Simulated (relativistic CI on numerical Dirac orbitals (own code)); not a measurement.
# Hyperfine structure of Zn¹⁵⁺, mass number 67

Computed by Dirac-Coulomb-Breit CI, KLI orbitals optimised for each configuration, a model potential for QED, unscaled Slater integrals (own radial code, finite nucleus).

CI space (outside the closed core [Ne]): 3s²3p³, 3s3p⁴, 3s²3p²3d, 3p⁵, 3s3p³3d, 3p⁴3d, 3s3p²3d², 3s²3p²4s, 3s²3p3d4p, 3p⁴4s, 3s²3p²4p, 3p⁴4p, 3s3p²3d4s, 3s²3p3d², 3s²3d³, 3s3p3d³, 3s²3d²4s, 3s²3d²4p, 3p³3d², 3p²3d³, 3p²3d²4s, 3p²3d²4p, 3s²3p3d4s, 3s3p3d²4s, 3s²3d4s², 3s²3d4s4p. Double excitations out of closed p, d and f shells are left out; levels of such configurations are missing from the list, as are those of other unlisted configurations, and high levels can miss mixing partners.

Nuclear spin I = 5/2, μ = 0.87485 μN, Q = 0.122 b (tables of Stone and Pyykkö). The electronic factors are computed for point nuclear moments, without core polarisation or the Bohr-Weisskopf and QED corrections.

| Level | E (cm⁻¹) | A (MHz) | B (MHz) |
| --- | --- | --- | --- |
| 3s²3p³ ²D°3/2 | 53777 | 2518 | 1700 |
| 3s²3p³ ²D°5/2 | 66017 | 5154 | -9.14 |
| 3s²3p³ ²P°1/2 | 101554 | 14470 |  |
| 3s²3p³ ²P°3/2 | 120383 | 2951 | -1830 |
| 3s3p⁴ ⁴P5/2 | 359662 | 11160 | 1480 |
| 3s3p⁴ ⁴P3/2 | 380471 | 9567 | -1270 |
| 3s3p⁴ ⁴P1/2 | 388242 | 23340 |  |
| 3s3p⁴ ²D3/2 | 449690 | -2332 | -2180 |

Levels with J = 0, under 50 % of one LS term, or S terms without an open s electron are left out. Small factors come from cancelling terms and can be off by tens of per cent or more.

At this charge energies of transitions that change n are usually good to better than 1 %, and those within a shell (Δn = 0) to a few per cent.

Q: Give the hyperfine levels of 3s²3p³ ²D°5/2 relative to its centre of gravity.

A: With K = F(F + 1) − I(I + 1) − J(J + 1), E = AK/2 + B[¾K(K + 1) − I(I + 1)J(J + 1)]/[2I(2I − 1)J(2J − 1)]: F = 0: -45100, F = 1: -39940, F = 2: -29630, F = 3: -14170, F = 4: 6445, F = 5: 32210 MHz.

LS names give the leading component of a level, which can be under half, so a name can repeat, a term be missing and a line seem to break the LS rules.
